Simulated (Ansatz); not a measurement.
Gas-phase electronic energies from Ansatz, PBE0-D4/def2-TZVP geometries. CCSD(T)/CBS adds triple-zeta CCSD(T) − MP2 to the extrapolated MP2 energy (def2 sets, frozen cores). This one scheme is used for every species. Functionals use def2-TZVPP. B3LYP here is the variant with VWN-RPA as its local correlation; programs differ in this. def2 core potentials past Kr. For Sn outer-core shells are correlated without core-valence functions, which leaves a few kJ/mol of doubt a bond. Each species was taken in one conformer, which may not be the lowest.

Reaction (ligand exchange at the Si–C bond): `FC[SiH2][SnH3]` + H₂S → `S[SiH2][SnH3]` + fluoromethane

`FC[SiH2][SnH3]`:

```xyz
11

F     1.178    1.912    0.243
C     1.484    0.662    0.772
Si   -0.088   -0.401    0.893
Sn   -1.316   -0.375   -1.355
H     1.944    0.813    1.754
H     2.226    0.188    0.122
H    -0.966    0.118    1.976
H     0.337   -1.783    1.252
H    -0.223   -0.722   -2.621
H    -2.028    1.145   -1.654
H    -2.548   -1.558   -1.381
```

H₂S:

Cartesian coordinates in Å:
```
S -0.095 -0.570 -0.223
H 0.855 0.356 -0.416
H -0.760 0.214 0.639
```

`S[SiH2][SnH3]`:

```xyz
9

S     0.607    2.211   -1.053
Si    1.114    0.392   -0.036
Sn   -0.991   -0.929    0.592
H    -0.137    1.613   -1.999
H     2.036   -0.446   -0.850
H     1.842    0.847    1.177
H    -1.950   -1.149   -0.806
H    -0.611   -2.468    1.229
H    -1.911   -0.071    1.745
```

`CF`:

Cartesian coordinates in Å:
```
C -0.044 -0.019 0.038
F 0.947 0.406 -0.817
H 0.415 -0.475 0.918
H -0.669 -0.752 -0.476
H -0.649 0.840 0.338
```

Q: Is it downhill or uphill in electronic energy at CCSD(T)/CBS, and by how much? (An estimate is asked.)

A: The calculation gave: Downhill: ΔE = -77.0 kJ/mol.

Q: What do these levels give: PBE-D4, PBE0-D4, PBE, r2SCAN, B3LYP, HF/def2-TZVPP, SCS-MP2/def2-TZVPP, HF/def2-QZVPP, SCS-MP2/def2-QZVPP, HF/CBS(def2), MP2/CBS(def2), CCSD/CBS(def2)? (An estimate is asked.)

A: Ansatz gave: PBE-D4 -75.1, PBE0-D4 -78.1, PBE -74.8, r2SCAN -77.3, B3LYP -74.1, HF/def2-TZVPP -80.5, SCS-MP2/def2-TZVPP -78.0, HF/def2-QZVPP -80.5, SCS-MP2/def2-QZVPP -79.9, HF/CBS(def2) -80.5, MP2/CBS(def2) -83.5, CCSD/CBS(def2) -76.7 kJ/mol.

Largest T1 diagnostic among the species: 0.013.

From PBE to PBE0 (25 % exact exchange), in def2-TZVPP and without D4, ΔE moves by −3.1 kJ/mol.
